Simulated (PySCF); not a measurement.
**How methods differ on the ionisation energy of Ge+**

Ge+ [Ar] 3d10 4s2 4p1 (2P) → Ge(2+) [Ar] 3d10 4s2 (1S), as a difference of total energies. Calculation: PySCF 2.14, in aug-cc-pwCVTZ-PP with ECP10MDF; scalar relativity through the core potential. Correlated levels: valence: 3s2 3p6 3d10 frozen. The calculations carry no spin-orbit coupling.

| method | ionisation energy (eV) |
| --- | --- |
| UHF | 15.256 |
| MP2 (valence) | 15.502 |
| SCS-MP2 (valence) | 15.489 |
| CCSD (valence) | 15.572 |
| CCSD(T) (valence) | 15.594 |

Task: How much does correlation contribute at CCSD(T) (valence)?

Result: 15.594 − (15.256) = 0.338 eV, measured against UHF.

Errors of the correlated levels include the incompleteness of this basis and the frozen core.

For comparison: 15.789 eV (measured; NIST levels, between the centres of gravity of the two terms).
